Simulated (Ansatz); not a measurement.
The cluster Ag2Cl2. Charge 0, multiplicity 3. Geometry r2SCAN-D4/def2-SVPD, that of the charge -1 doublet; atoms count from 1.

```xyz
4

Ag    0.238    0.538   -0.283
Ag   -0.562   -1.933    0.916
Cl   -2.000    0.285    0.583
Cl    2.324    1.110   -1.216
```

In the def2 sets Ag takes a core potential; there is no spin–orbit coupling. At PBE0-D4/def2-TZVPD a singlet of charge 0 lies 2.43 eV below the triplet at the same geometry. The structure comes from a short search, and lower isomers may exist.

Question: Estimate the Mulliken populations from the PBE0/def2-TZVPD orbitals of Ansatz.

Answer: 
```tsv
atom	charge (e)	spin (α − β)	d electrons
Ag1	0.34	0.29	9.73
Ag2	0.03	0.96	9.84
Cl3	-0.20	0.28	–
Cl4	-0.16	0.47	–
```
Mulliken values and Mayer orders depend strongly on the basis. With diffuse functions, as here, like atoms can get unlike values, and bond orders can come out too low or too high.

Question: Where does the spin sit?

Answer: Summed by element: Ag 1.25, Cl 0.75, of 2 unpaired in all. Largest on single atoms: Ag2 0.96, Cl4 0.47, Ag1 0.29.

Question: And the Mayer bond orders between bonded heavy atoms (over 0.3)?

Answer: Ag1–Ag2 0.47 (2.86 Å); Ag1–Cl3 0.55 (2.41 Å); Ag1–Cl4 0.81 (2.36 Å).
